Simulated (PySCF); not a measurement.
System: sum formula HSiO3, charge -1, multiplicity 1. It need not be the lowest isomer of its formula. Whether it binds its extra electron was not tested at this geometry. SMILES: [O-][Si](=O)O
Geometry from a B3LYP-D3(BJ)/def2-TZVP (Ansatz) optimisation:
```xyz
5

Si     0.1505     0.0565     0.0005
O     -0.1284     1.5807    -0.0196
O      1.4053    -0.8393     0.0211
O     -1.2902    -0.8192    -0.0007
H     -2.0001    -0.1679    -0.0141
```
Charge -1, spin multiplicity 1.

Dispersion corrections to the total energy (kcal/mol) from the dftd3 and dftd4 libraries through PySCF: D3(BJ) without and D4 with the three-body term, each with the damping fitted for the functional named.

```
functional  D3(BJ)          D4
----------  ------  ----------
HF          -18.46  (withheld)
BHLYP        -2.83  (withheld)
TPSSh        -2.18       -3.07
CAM-B3LYP    -1.49       -2.10
r2SCAN       -0.48       -0.57
HSE06        -1.23       -1.94
PBE0         -1.63  (withheld)
```

Task: Some entries are withheld; supply them.

Result: 
- HF, D4: -9.53
- BHLYP, D4: -3.08
- PBE0, D4: -2.09
